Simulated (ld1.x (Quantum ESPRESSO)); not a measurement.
boron (B): one change to a TM potential, before and after

ld1.x (Quantum ESPRESSO) 7.5 input, shortened:

```
&input
   title='B', zed=5., rel=0, dft='PW91', iswitch=3,
   config='[He] 2s2 2p0.5 3d-2'
 /
 &inputp
   pseudotype=2, tm=.true., lloc=2,
   nlcc=.true., new_core_ps=.true.
 /
3
2S  1  0   2.00   0.00  1.10  1.10  0.0
2P  2  1   0.50   0.00  2.30  2.30  0.0
3D  3  2  -2.00   0.50  2.35  2.35  0.0
 &test
   configts(1)='2s2 2p0.5'
 /
```

All-electron outer shells of the reference configuration (PW91, non-relativistic, ld1.x):

```
shell  level (eV)  outermost node (bohr)  outermost maximum (bohr)
   2s      -14.17                   0.46                      1.48
   2p       -8.14                      –                      1.48
```

Change: wave 2p (bound): rc 2.30 bohr becomes 2p (bound): rc 2.60 bohr.

Cutoffs: the cutoffs (Ry, on a coarse ladder) from which the occupation-weighted sum of valence levels, in a spherical-Bessel basis at the reference potential, stays within 10 and 1 mRy of its value at 400 Ry; they do not see the model core or the augmentation charge, which bear on the density cutoff. Errors are all-electron minus pseudo energies relative to the spin-unpolarised reference configuration.

Question: Predict the effect on cutoff, ghosts and configuration errors.

Answer: The potential gets neither clearly harder nor softer (21 Ry and 70 Ry → 21 Ry and 70 Ry); of the 7 tests that both files solve, the error grows in 6 and shrinks in 1 by more than 15 % and 0.3 meV (median size 8.8 → 11.3 meV); neither file shows a bound ghost.

```tsv
quantity	base	changed
cutoff, loose	21 Ry	21 Ry
cutoff, tight	70 Ry	70 Ry
bound ghosts	none	none
error for 2s2 2p1, meV [ΔE -2.91 eV]	+4.0	+6.4
error for 2s2 2p0, meV [ΔE 5.36 eV]	+13	+19
error for 2s1 2p0, meV [ΔE 30.82 eV]	+74	+103
error for 2s0 2p3, meV [ΔE 8.79 eV]	+8.0	-0.3
error for 2s2 2p1.3, meV [ΔE -3.66 eV]	+6.5	+11
error for 2s1 2p2, meV [ΔE 2.93 eV]	+8.8	+11
error for 2s1 2p1, meV [ΔE 11.49 eV]	-14	-28
```
